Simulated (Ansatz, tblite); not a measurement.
Cost and result up the ladder for diborane tri F (B₂H₃F₃) (8 atoms). Total charge 0; singlet. Geometry: r2SCAN-D4/def2-SVP.

Cartesian coordinates in Å:
```
B -0.862 -0.186 0.174
F -1.785 0.328 -0.633
F -1.223 -0.949 1.205
H 0.119 -0.858 -0.521
B 0.873 0.184 -0.172
F 1.132 0.964 -1.234
H 1.743 -0.258 0.531
H 0.004 0.774 0.649
```

Ansatz on 4 threads of Arm Neoverse V1 on a shared host; xTB runs through tblite on one thread. Times are rough, summed over both states, and most runs start from the orbitals of an earlier one. PBE0-D4/def2-TZVP serves as the yardstick here, not as an exact answer. The other state is a doublet.

The xTB rows come from tblite. HOMO above LUMO, or a gap near zero within one spin, warns that the state may not be the lowest or that an electron is smeared out.

Raw xTB energies of ions are shifted by several eV.

| level | functions | vertical IE (eV) | difference from PBE0-D4/def2-TZVP (eV) | remarks |
| --- | --- | --- | --- | --- |
| PBE-D4/def2-TZVP | 173 | 12.37 | -0.62 | gap within one spin near zero (+1 doublet) |
| r2SCAN-D4/def2-TZVP (with forces) | 173 | 12.65 | -0.33 | – |
| GFN1-xTB | 26 | 16.86 | 3.88 | – |
| GFN2-xTB | 23 | 15.93 | 2.95 | – |
| PBE0-D4/def2-TZVP | 173 | 12.98 | 0.00 | – |

Q: Estimate how long each takes.

A: GFN2-xTB 0.007 s; GFN1-xTB 0.052 s; PBE-D4/def2-TZVP 3.2 s; r2SCAN-D4/def2-TZVP (with forces) 6.6 s; PBE0-D4/def2-TZVP 6.8 s. On shared hardware such times vary by a factor of up to 3.
